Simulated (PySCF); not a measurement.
This PySCF input asks for the NMR shieldings of `[SiH3]C1=CC=CO[Si@@H]1CCl`, C5H9ClOSi2; the geometry comes from GFN2-xTB.

```python
import basis_set_exchange as bse
import numpy as np
from pyscf import gto, dft
from pyscf.prop import nmr

atoms = """
Si    0.904817    2.189339   -0.779396
C    -0.189175    0.696948   -0.412679
C    -1.519852    0.828798   -0.225239
C    -2.420559   -0.236355    0.129930
C    -2.027103   -1.478687    0.436807
O    -0.761253   -1.909831    0.408444
Si    0.478830   -1.042438   -0.249361
C     1.951338   -1.202275    0.950216
Cl    3.378819   -0.518322    0.138417
H     0.032778    3.341115   -1.031448
H     1.726365    1.902668   -1.954365
H     1.751265    2.464875    0.383485
H    -1.980067    1.806000   -0.322300
H    -3.471339   -0.002647    0.200364
H    -2.723612   -2.243002    0.758777
H     0.836580   -1.701064   -1.511301
H     2.193667   -2.235225    1.186368
H     1.829741   -0.653580    1.881624
"""
names = dict.fromkeys(["Si", "C", "O", "Cl", "H"], "pcSseg-1")
basis = {el: gto.basis.parse(bse.get_basis(n, elements=[el], fmt="nwchem")) for el, n in names.items()}
mol = gto.M(atom=atoms, basis=basis, charge=0, verbose=0)
mf = dft.RKS(mol, xc="PBE0")
mf.grids.level = 2
mf.grids.alignment = dft.numint.BLKSIZE   # the property module wants whole blocks of grid points
mf.conv_tol = 1e-9
mf.kernel()

calc = nmr.RKS(mf)   # GIAO
C = mf.mo_coeff
Co = C[:, mf.mo_occ > 0]
resp = mf.gen_response(singlet=True, hermi=2)
def vind(x):   # induced exchange potential for any number of trial vectors
    d = np.einsum("pi,xij,qj->xpq", C, 2 * x.reshape(-1, C.shape[1], Co.shape[1]), Co, optimize=True)
    return np.einsum("xpq,pi,qj->xij", resp(d - d.transpose(0, 2, 1)), C, Co, optimize=True).ravel()
mo1, _ = nmr.rhf.solve_mo1(calc, with_cphf=vind)
sigma = calc.kernel(mo1)
for i, s in enumerate(sigma):   # ppm
    print("%2d %-2s %9.2f" % (i, mol.atom_pure_symbol(i), np.trace(s) / 3))
```

Task: What are the results?

Result: 
```
 0 Si    415.81
 1 C      66.14
 2 C      26.18
 3 C      76.14
 4 C      30.70
 5 O     203.71
 6 Si    368.42
 7 C     155.52
 8 Cl    972.12
 9 H      27.60
10 H      27.27
11 H      27.25
12 H      24.39
13 H      26.44
14 H      24.89
15 H      26.05
16 H      28.52
17 H      28.54
```

These numbers come from an equivalent density-fitted implementation of the same equations, which agrees with the script to about 0.01 ppm for H and up to a few tenths of a ppm for heavy atoms, so last digits may differ.

Task: Turn these shieldings into chemical shifts. Shifts are taken against calculated references (same method and geometry level): 29Si (σ = 349.16 ppm) and 13C (σ = 186.93 ppm) and 1H (σ = 31.72 ppm) vs TMS; 17O (σ = 336.08 ppm) against H2O; HCl for 35Cl (σ = 949.78 ppm).

Result: Averaging equivalent atoms: Si 6: -19.3; Si 0: -66.7; C 2: 160.7; C 4: 156.2; C 1: 120.8; C 3: 110.8; C 7: 31.4; O 5: 132.4; Cl 8: -22; H 12: 7.33; H 14: 6.83; H 15: 5.67; H 13: 5.28; H 9/10/11: 4.34; H 16: 3.20; H 17: 3.18 ppm. Experimental scales use liquid or dissolved standards, which lie at an offset from isolated H2O (liquid H2O: subtract about 36 ppm).

Size and cost of the density-fitted run: 219 basis functions, 95 s wall time on 1 thread of an Intel Xeon, shared host; peak memory 1.1 GiB.
